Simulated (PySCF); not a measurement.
Cl₂Sn, SMILES [Cl][Sn][Cl] (connectivity only; charge and spin as stated), charge +1, multiplicity 2.

Geometry: B3LYP-D3(BJ)/def2-TZVP. The spin state was assumed, not searched. The isomer is the one that the SMILES or the coordinates give; other isomers of the formula were not compared. The def2 effective core potentials stand for the cores of Sn; spin–orbit coupling is left out.

Two levels are set side by side: PBE/def2-TZVPD (PySCF) and PBE0/def2-TZVPD (PySCF). Same geometry, gas phase. Differences are taken from unrounded values.

| quantity | PBE0 | PBE | PBE minus PBE0 |
|---|---|---|---|
| α-spin orbital gap (eV) | 5.29 | 3.48 | -1.81 |
| β-spin orbital gap (eV) | 3.41 | 1.30 | -2.11 |
| mean polarisability (bohr³) | 62.7 | 64.1 | 1.4 |

Rough cost on one machine, each run with all the roots and properties that it gave: PBE0 against PBE within a factor of 2.
